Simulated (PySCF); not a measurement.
C₂H₄F (SMILES C[CH]F), doublet, geometry from GFN2-xTB, with bond 4-1 at 1.8 times its length; CASSCF(7,8)/STO-3G (PySCF).

PySCF was given this input:
```python
from pyscf import gto, scf, mcscf
import numpy

mol = gto.M(
    atom='''
C    -1.165534    0.180738   -0.273109
C     0.284646    0.399194   -0.166848
F     1.017702   -0.578399    0.405617
H    -1.937601    1.469607   -1.525924
H    -1.673184    0.300409    0.693922
H    -1.366957   -0.833314   -0.617759
H     0.760616    1.362122   -0.117862
''',
    basis='sto-3g',
    charge=0,
    spin=1,
    verbose=4,
)

mf = scf.ROHF(mol)
mf.kernel()
mc = mcscf.CASSCF(mf, 8, 7)
mc.fix_spin_(ss=0.75)
mc.kernel()
occ = numpy.linalg.eigvalsh(mc.fcisolver.make_rdm1(mc.ci, mc.ncas, mc.nelecas))[::-1]
ss = mc.fcisolver.spin_square(mc.ci, mc.ncas, mc.nelecas)[0]
print('natural occupations', occ.round(4), ' <S^2>', round(ss, 4))
```

Task: What does PySCF print? Leave out banner, timings and long lists.

Result: 
```
PySCF version 2.14.0

[INPUT] verbose = 4
[INPUT] num. atoms = 7
[INPUT] num. electrons = 25
[INPUT] charge = 0
[INPUT] spin (= nelec alpha-beta = 2S) = 1
[INPUT] symmetry False subgroup None
[INPUT] Mole.unit = angstrom
[INPUT] Symbol           X                Y                Z      unit          X                Y                Z       unit  Magmom
[...]
nuclear repulsion = 70.1628347134788
number of shells = 13
number of NR pGTOs = 57
number of NR cGTOs = 19
basis = sto-3g
ecp = {}

******** <class 'pyscf.scf.rohf.ROHF'> ********
method = ROHF
initial guess = minao
damping factor = 0
level_shift factor = 0
DIIS = <class 'pyscf.scf.diis.CDIIS'>
diis_start_cycle = 1
diis_space = 8
diis_damp = 0
SCF conv_tol = 1e-09
SCF conv_tol_grad = None
SCF max_cycles = 50
direct_scf = True
direct_scf_tol = 1e-13
num. doubly occ = 12  num. singly occ = 1
Set gradient conv threshold to 3.16228e-05
init E= -174.914646322074
[...]
cycle= 1 E= -174.787225762695  delta_E= 0.127  |g|= 0.391  |ddm|=  2.2
[...]
cycle= 2 E= -174.866029365668  delta_E= -0.0788  |g|= 0.211  |ddm|= 0.801
[...]
cycle= 3 E= -174.892925342191  delta_E= -0.0269  |g|= 0.0551  |ddm|= 0.255
[...]
cycle= 4 E= -174.898729955623  delta_E= -0.0058  |g|= 0.0216  |ddm|= 0.297
[...]
cycle= 5 E= -174.899325516887  delta_E= -0.000596  |g|= 0.00903  |ddm|= 0.0798
[...]
cycle= 6 E= -174.899421721904  delta_E= -9.62e-05  |g|= 0.0023  |ddm|= 0.0298
[...]
cycle= 7 E= -174.899427309973  delta_E= -5.59e-06  |g|= 0.000575  |ddm|= 0.00594
[...]
cycle= 8 E= -174.89942761007  delta_E= -3e-07  |g|= 0.000194  |ddm|= 0.00126
[...]
cycle= 9 E= -174.899427643697  delta_E= -3.36e-08  |g|= 6.41e-05  |ddm|= 0.000478
[...]
cycle= 10 E= -174.899427647778  delta_E= -4.08e-09  |g|= 2.18e-05  |ddm|= 0.000196
[...]
cycle= 11 E= -174.899427648225  delta_E= -4.48e-10  |g|= 4.69e-06  |ddm|= 5.41e-05
[...]
Extra cycle  E= -174.899427648246  delta_E= -2.02e-11  |g|= 2.28e-06  |ddm|= 1.08e-05
converged SCF energy = -174.899427648246

******** <class 'pyscf.mcscf.mc1step.CASSCF'> ********
CAS (4e+3e, 8o), ncore = 9, nvir = 2
max_cycle_macro = 50
max_cycle_micro = 4
conv_tol = 1e-07
conv_tol_grad = None
orbital rotation max_stepsize = 0.02
orbital rotation threshold for CI restart = 0.01
augmented hessian ah_max_cycle = 30
augmented hessian ah_conv_tol = 1e-12
augmented hessian ah_linear dependence = 1e-14
augmented hessian ah_level shift = 1e-08
augmented hessian ah_start_tol = 2.5
augmented hessian ah_start_cycle = 3
[...]
CASCI E = -174.982378679364  S^2 = 0.7500000
[...]
               |grad[o]|=0.0118  |grad[c]|=0.000588  |ddm|=0.00324  |maxRot[o]|=0.0555
macro iter  41 ( 21 JK    4 micro), CASSCF E = -175.025128673697  dE =  1.23506130e-05  S^2 = 0.7500000
               |grad[o]|=0.00939  |grad[c]|=0.00669  |ddm|=0.00239  |maxRot[o]|=0.00477
macro iter  42 ( 21 JK    4 micro), CASSCF E = -175.026075599355  dE = -9.46925658e-04  S^2 = 0.7500000
               |grad[o]|=0.0094  |grad[c]|=0.00199  |ddm|=0.00215  |maxRot[o]|=0.0348
macro iter  43 ( 14 JK    4 micro), CASSCF E = -175.027072697076  dE = -9.97097721e-04  S^2 = 0.7500000
               |grad[o]|=0.00772  |grad[c]|=0.0023  |ddm|=0.00186  |maxRot[o]|=0.0455
macro iter  44 ( 21 JK    4 micro), CASSCF E = -175.027051823121  dE =  2.08739550e-05  S^2 = 0.7500000
               |grad[o]|=0.00531  |grad[c]|=0.0045  |ddm|=0.00132  |maxRot[o]|=0.0132
macro iter  45 ( 15 JK    3 micro), CASSCF E = -175.027516370235  dE = -4.64547113e-04  S^2 = 0.7500000
               |grad[o]|=0.0054  |grad[c]|=0.00128  |ddm|=0.000722  |maxRot[o]|=0.033
macro iter  46 ( 20 JK    4 micro), CASSCF E = -175.027612189546  dE = -9.58193115e-05  S^2 = 0.7500000
               |grad[o]|=0.00366  |grad[c]|=0.00339  |ddm|=0.000858  |maxRot[o]|=0.00905
macro iter  47 ( 16 JK    4 micro), CASSCF E = -175.027806176549  dE = -1.93987003e-04  S^2 = 0.7500000
               |grad[o]|=0.00323  |grad[c]|=0.00268  |ddm|=0.000369  |maxRot[o]|=0.0216
macro iter  48 ( 13 JK    4 micro), CASSCF E = -175.027783811318  dE =  2.23652312e-05  S^2 = 0.7500000
               |grad[o]|=0.00193  |grad[c]|=0.00236  |ddm|=0.000461  |maxRot[o]|=0.00425
macro iter  49 (  9 JK    2 micro), CASSCF E = -175.027882213068  dE = -9.84017498e-05  S^2 = 0.7500000
               |grad[o]|=0.00218  |grad[c]|=0.00061  |ddm|=0.000378  |maxRot[o]|=0.0181
macro iter  50 ( 10 JK    4 micro), CASSCF E = -175.027906323249  dE = -2.41101814e-05  S^2 = 0.7500000
               |grad[o]|=0.00103  |grad[c]|=0.000509  |ddm|=0.000295  |maxRot[o]|=0.00953
1-step CASSCF not converged,  50 macro (961 JK 194 micro) steps
CASSCF canonicalization
Density matrix diagonal elements [1.97731979 1.9768357  1.72748128 0.99916987 0.27439637 0.01352576
 0.00935905 0.02191219]
CASSCF energy = -175.027906323249
CASCI E = -175.027906323249  E(CI) = -11.8347910789340  S^2 = 0.7500000
natural occupations [1.9814e+00 1.9751e+00 1.7285e+00 9.9960e-01 2.7200e-01 2.2200e-02
 1.9600e-02 1.5000e-03]  <S^2> 0.75
```

Convergence was not reached.
